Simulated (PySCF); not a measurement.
CSe2, SMILES [Se]=C=[Se].

Geometry: ωB97X-D3(BJ)/def2-TZVP.

All values below come from TDA-PBE/def2-SVPD run with PySCF.

Vertical excitations; the highest root listed may be one member of a degenerate set.  State labels are in the subgroup D2h.

| state | symmetry | energy (eV) | λ (nm) | f | main pairs |
|---|---|---|---|---|---|
| S1 | Au | 3.35 | 370 | 0.000 | HOMO−1→LUMO 50 %, HOMO→LUMO+1 50 % |
| S2 | B1u | 3.63 | 341 | 0.000 | HOMO−1→LUMO+1, HOMO→LUMO (degenerate set) |
| S3 | Au | 3.63 | 341 | 0.000 | HOMO→LUMO+1, HOMO−1→LUMO (degenerate set) |
| S4 | B2g | 5.87 | 211 | 0.000 | HOMO−1→LUMO+2 (degenerate set) |
| S5 | B3g | 5.87 | 211 | 0.000 | HOMO→LUMO+2 (degenerate set) |
| S6 | B1g | 5.92 | 210 | 0.000 | HOMO−2→LUMO 50 %, HOMO−3→LUMO+1 50 % |
| S7 | Ag | 6.19 | 200 | 0.000 | HOMO−2→LUMO+1, HOMO−3→LUMO (degenerate set) |
| S8 | B1g | 6.19 | 200 | 0.000 | HOMO−3→LUMO+1, HOMO−2→LUMO (degenerate set) |
| S9 | B2g | 6.31 | 196 | 0.000 | HOMO−1→LUMO+3 (degenerate set) |
| S10 | B3g | 6.31 | 196 | 0.000 | HOMO→LUMO+3 (degenerate set) |
| T1 | B1u | 2.80 | 444 | 0 | HOMO→LUMO 50 %, HOMO−1→LUMO+1 50 % |
| T2 | Au | 3.02 | 410 | 0 | HOMO−1→LUMO, HOMO→LUMO+1 (degenerate set) |
| T3 | B1u | 3.02 | 410 | 0 | HOMO−1→LUMO+1, HOMO→LUMO (degenerate set) |
| T4 | Au | 3.35 | 370 | 0 | HOMO→LUMO+1 50 %, HOMO−1→LUMO 50 % |
Triplets are in the Tamm–Dancoff approximation.
